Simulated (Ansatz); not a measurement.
The multiplicity is imposed and other spin states were not computed.

Species: [Ti(F)3(OH)] (charge 0, multiplicity 1).

**Question.** Give a relaxed geometry from PBE-D3(BJ)/def2-SVP run with Ansatz (a first-principles code).

**Answer.** This is not unique; one that fits is the end point of this relaxation, one of several conformers.
Z-matrix (Å, degrees):
```
Ti
F 1 1.7526
F 1 1.7538 2 110.59
F 1 1.7541 2 110.52 3 -119.01
O 1 1.7738 2 108.84 4 -120.50
H 5 0.9730 1 136.08 2 -177.50
```
